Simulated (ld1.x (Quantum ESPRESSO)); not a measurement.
## Cl (Z = 17): one change to an ultrasoft potential, before and after

Cl, ultrasoft, made with ld1.x (Quantum ESPRESSO) 7.5 (revPBE, non-relativistic). Core [Ne], reference 3s2 3p5. Waves: 3s (bound): rcut 0.80, rcutus 1.10 bohr; 3s channel at -1.15 Ry: rcut 0.80, rcutus 1.10 bohr; 3p (bound): rcut 1.05, rcutus 1.40 bohr; 3p channel at 0.05 Ry: rcut 1.05, rcutus 1.40 bohr. Local part: all-electron potential smoothed inside 1.20 bohr (lloc = -2). Core correction: none. Augmentation charge: PSQ, inside the norm-conserving radii.

Change: all radii scaled by about 1.34 (s 1.48, p 1.88 bohr, rcut 1.08/1.42); local potential all-electron potential smoothed inside 1.62 bohr (lloc = -2).

Cutoffs: the cutoffs (Ry, on a coarse ladder) from which the occupation-weighted sum of valence levels, in a spherical-Bessel basis at the reference potential, stays within 10 and 1 mRy of its value at 400 Ry; they do not see the model core or the augmentation charge, which bear on the density cutoff. Errors are all-electron minus pseudo energies relative to the spin-unpolarised reference configuration.

Question: Predict the effect on cutoff, ghosts and configuration errors.

Answer: The potential gets softer (30 Ry and 60 Ry → 18 Ry and 35 Ry); the bound ghost in s disappears; of the 7 tests that both files solve, the error grows in 5 and shrinks in 0 by more than 15 % and 0.3 meV (median size 1.0 → 16.3 meV). A larger radius leaves more room for a smooth pseudo-wave, so fewer plane waves are needed. More of the atom is replaced by a form fitted at one configuration, so other configurations suffer.

| quantity | base | changed |
| --- | --- | --- |
| cutoff, loose | 30 Ry | 18 Ry |
| cutoff, tight | 60 Ry | 35 Ry |
| loose cutoff by channel (10 mRy a level) | s 18 Ry, p 15 Ry | s 6 Ry, p 15 Ry |
| bound ghosts | s | none |
| error for 3s2 3p4, meV [ΔE 13.86 eV] | -0.6 | +1.7 |
| error for 3s2 3p3, meV [ΔE 39.30 eV] | -1.0 | +16 |
| error for 3s2 3p2, meV [ΔE 77.59 eV] | -15 | +72 |
| error for 3s2 3p5.3, meV [ΔE -2.13 eV] | +0.1 | 0.0 |
| error for 3s2 3p4.5, meV [ΔE 5.57 eV] | -0.2 | +0.2 |
| error for 3s1 3p6, meV [ΔE 11.99 eV] | +4.1 | +65 |
| error for 3s1 3p5, meV [ΔE 26.39 eV] | -1.7 | +54 |
| lowest overlap eigenvalue by channel | s 0.61, p 0.78 | s 0.45, p 0.85 |

 A true bound ghost makes a file unfit for plane-wave use even where its test errors are small: the radial tests pick states by their node count and pass the ghost by.
